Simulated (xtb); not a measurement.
Input file for xtb: GFN1-xTB on RuC, 2S+1 = 3, a spin state set in the input, which need not be the lowest, a point of a bond scan (R = 1.531 Å).

```
$ xtb mol.xyz --gfn 1 --sp --chrg 0 --uhf 2
2

Ru     0.00000000     0.00000000     0.00000000
C      0.00000000     0.00000000     1.53079500
```

It printed:

```
[...]
           -------------------------------------------------
          |                Calculation Setup                |
           -------------------------------------------------



           -------------------------------------------------
          |                 G F N 1 - x T B                 |
           -------------------------------------------------

        Reference                      10.1021/acs.jctc.7b00118
      * Hamiltonian:
        H0-scaling (s, p, d)           1.850000    2.250000    2.000000
        zeta-weighting                 0.000000
      * Dispersion:
        s8                             2.400000
        a1                             0.630000
        a2                             5.000000
        s9                             0.000000
      * Repulsion:
        kExp                           1.500000
        rExp                           1.000000
      * Coulomb:
        alpha                          2.000000
        third order                    atomic
        anisotropic                    false
      * Halogen bond correction:
        rad-scale                      1.300000
        damping                        0.440000


          ...................................................
          :                      SETUP                      :
          :.................................................:
          :  # basis functions                  14          :
          :  # atomic orbitals                  13          :
          :  # shells                            5          :
          :  # electrons                        12          :
          :  # halogen bonds                     0          :
          :  max. iterations                   250          :
          :  Hamiltonian                  GFN1-xTB          :
          :  restarted?                      false          :
          :  GBSA solvation                  false          :
          :  PC potential                    false          :
          :  electronic temp.          300.0000000     K    :
          :  accuracy                    1.0000000          :
          :  -> integral cutoff          0.2500000E+02      :
          :  -> integral neglect         0.1000000E-07      :
          :  -> SCF convergence          0.1000000E-05 Eh   :
          :  -> wf. convergence          0.2000000E-04 e    :
          :  Broyden damping             0.4000000          :
          :  net charge                          0          :
          :  unpaired electrons                  2          :
          ...................................................

 iter      E             dE          RMSdq      gap      omega  full diag
   1     -4.3976850 -0.439769E+01  0.275E+01    0.42       0.0  T
   2     -4.8683854 -0.470700E+00  0.261E+01    0.29       1.0  T
   3     -5.1924774 -0.324092E+00  0.107E+01    0.53       1.0  T
   4     -5.2432009 -0.507235E-01  0.622E+00    0.52       1.0  T
   5     -5.2863515 -0.431506E-01  0.370E-01    0.54       1.0  T
   6     -5.2860795  0.271991E-03  0.485E-01    0.54       1.0  T
   7     -5.2863534 -0.273820E-03  0.819E-02    0.54       1.0  T
   8     -5.2863598 -0.641875E-05  0.216E-02    0.54       3.3  T
   9     -5.2863602 -0.462514E-06  0.335E-03    0.54      21.1  T
  10     -5.2863603 -0.100189E-07  0.516E-06    0.54   13716.0  T
  11     -5.2863603 -0.142109E-13  0.198E-07    0.54  100000.0  T

   *** convergence criteria satisfied after 11 iterations ***

         #    Occupation            Energy/Eh            Energy/eV
      -------------------------------------------------------------
         1        2.0000           -0.5262166             -14.3191
         2        2.0000           -0.4392332             -11.9521
         3        2.0000           -0.4392332             -11.9521
         4        2.0000           -0.4082488             -11.1090
         5        1.5000           -0.3978548             -10.8262
         6        1.5000           -0.3978548             -10.8262
         7        1.0000           -0.3232801              -8.7969 (HOMO)
         8        0.0000           -0.3033600              -8.2548 (LUMO)
         9        0.0000           -0.3033600              -8.2548
        10                         -0.1646883              -4.4814
        11                         -0.0967819              -2.6336
        12                         -0.0967819              -2.6336
        13                          0.6596690              17.9505
      -------------------------------------------------------------
                  HL-Gap            0.0199201 Eh            0.5421 eV
             Fermi-level           -0.3557520 Eh           -9.6805 eV

 transition dipole moment (au) for excitation:           6           7
     X       Y       Z
   0.0000   0.0000   0.0000  total (au/Debye):    0.000   0.000
 dE (eV)             :    2.029
 oscillator strength :  0.80780E-32

 SCC (total)                   0 d,  0 h,  0 min,  0.004 sec
 SCC setup                      ...        0 min,  0.000 sec (  4.243%)
 Dispersion                     ...        0 min,  0.000 sec (  1.812%)
 classical contributions        ...        0 min,  0.000 sec (  1.064%)
 integral evaluation            ...        0 min,  0.001 sec ( 15.808%)
 iterations                     ...        0 min,  0.002 sec ( 40.358%)
 molecular gradient             ...        0 min,  0.000 sec ( 11.001%)
 printout                       ...        0 min,  0.001 sec ( 25.196%)

         :::::::::::::::::::::::::::::::::::::::::::::::::::::
         ::                     SUMMARY                     ::
         :::::::::::::::::::::::::::::::::::::::::::::::::::::
         :: total energy              -5.070390428049 Eh    ::
         :: gradient norm              0.786525898446 Eh/a0 ::
         :: HOMO-LUMO gap              0.542053978143 eV    ::
         ::.................................................::
         :: SCC energy                -5.286360257534 Eh    ::
         :: -> electrostatic           0.001356008565 Eh    ::
         :: repulsion energy           0.216370851877 Eh    ::
         :: dispersion energy         -0.000401022392 Eh    ::
         :: halogen bond corr.         0.000000000000 Eh    ::
         :: add. restraining           0.000000000000 Eh    ::
         :: total charge              -0.000000000061 e     ::
         :::::::::::::::::::::::::::::::::::::::::::::::::::::

           -------------------------------------------------
          |                Property Printout                |
           -------------------------------------------------

    * Orbital Energies and Occupations

         #    Occupation            Energy/Eh            Energy/eV
      -------------------------------------------------------------
         1        2.0000           -0.5262166             -14.3191
         2        2.0000           -0.4392332             -11.9521
         3        2.0000           -0.4392332             -11.9521
         4        2.0000           -0.4082488             -11.1090
         5        1.5000           -0.3978548             -10.8262
         6        1.5000           -0.3978548             -10.8262
         7        1.0000           -0.3232801              -8.7969 (HOMO)
         8        0.0000           -0.3033600              -8.2548 (LUMO)
         9        0.0000           -0.3033600              -8.2548
        10                         -0.1646883              -4.4814
        11                         -0.0967819              -2.6336
        12                         -0.0967819              -2.6336
        13                          0.6596690              17.9505
      -------------------------------------------------------------
                  HL-Gap            0.0199201 Eh            0.5421 eV
Note: The following floating-point exceptions are signalling: IEEE_DENORMAL
normal termination of xtb
             Fermi-level           -0.3557520 Eh           -9.6805 eV

  Mulliken/CM5 charges         n(s)   n(p)   n(d)
     1Ru    0.13433  0.32125   0.483  0.435  6.948
     2C    -0.13433 -0.32125   1.498  2.636  0.000

Wiberg/Mayer (AO) data.
largest (>0.10) Wiberg bond orders for each atom

 ---------------------------------------------------------------------------
     #   Z sym  total        # sym  WBO       # sym  WBO       # sym  WBO
 ---------------------------------------------------------------------------
     1  44 Ru   3.375 --     2 C    3.375
     2   6 C    3.375 --     1 Ru   3.375
 ---------------------------------------------------------------------------

Topologies differ in total number of bonds
Writing topology from bond orders to xtbtopo.mol

 dipole moment from electron density (au)
     X       Y       Z
  -0.0000   0.0000  -2.5088  total (Debye):    6.377


           -------------------------------------------------
          | TOTAL ENERGY               -5.070390428049 Eh   |
          | GRADIENT NORM               0.786525898446 Eh/α |
          | HOMO-LUMO GAP               0.542053978143 eV   |
           -------------------------------------------------

------------------------------------------------------------------------
------------------------------------------------------------------------
 total:
 SCF:
```

The run finished.

Cost: around 0.05 core-seconds (rough).
